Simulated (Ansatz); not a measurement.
`CC[N](C)[SnH]([F])[Cl]` + HCl → `[F][SnH]([Cl])[Cl]` + `CCNC` at 700 K and 1 bar (ligand exchange at the Sn–N bond).

Program: Ansatz. Geometries: PBE0-D4/def2-TZVP. ΔE: electronic, gas phase. CCSD(T)/CBS adds triple-zeta CCSD(T) − MP2 to the extrapolated MP2 energy (def2 sets, frozen cores). This one scheme is used for every species. def2 core potentials past Kr. For Sn outer-core shells are correlated without core-valence functions, which leaves a few kJ/mol of doubt a bond. Each species was taken in one conformer, which may not be the lowest.

| species | CCSD(T)/CBS energy (Eh) | H − E (kJ/mol) | S (J/(mol·K)) |
| --- | --- | --- | --- |
| `CC[N](C)[SnH]([F])[Cl]` | -947.95175 | 430.1 | 607.9 |
| HCl | -460.38127 | 38.4 | 211.8 |
| `[F][SnH]([Cl])[Cl]` | -1234.09211 | 85.0 | 422.0 |
| `CCNC` | -174.26710 | 388.2 | 410.7 |

H − E and S are ideal-gas, rigid-rotor, harmonic terms from PBE0-D4/def2-TZVP, for one conformer and one mirror image of each species. 1 Eh = 2625.50 kJ/mol, R = 8.31446 J/(mol·K).

**Question.** By hand: ΔE, ΔH, ΔS and ΔG.

**Answer.** ΔE = (-1234.09211) + (-174.26710) − (-947.95175) − (-460.38127) = -0.02619 Eh = -68.8 kJ/mol. Δ(H − E) = 85.0 + 388.2 − 430.1 − 38.4 = 4.7, so ΔH = -64.1 kJ/mol. ΔS = 422.0 + 410.7 − 607.9 − 211.8 = 13.0 J/(mol·K). ΔG = -64.1 − 700 × (13.0)/1000 = -73.2 kJ/mol.

**Question.** By hand: the equilibrium constant, and the temperature at which ΔG would vanish if ΔH and ΔS stayed fixed.

**Answer.** log₁₀ K = −ΔG/(RT ln 10) = 5.5. ΔH and −TΔS have one sign here, so there is no such temperature.

The number of gas molecules stays the same, so ΔS is small and ΔH decides. A doubt of 5 kJ/mol in ΔE shifts log₁₀ K by 0.4 here. Other conformers and mirror images would add mixing entropy, several J/(mol·K) or more a flexible species. Modes under 60 cm⁻¹, often nearly free rotors, make the harmonic entropy too high. These are equilibria of isolated gas molecules and say nothing of rates. Largest T1 diagnostic: 0.013 (customary marks: 0.02 for closed shells, 0.045 for open ones).
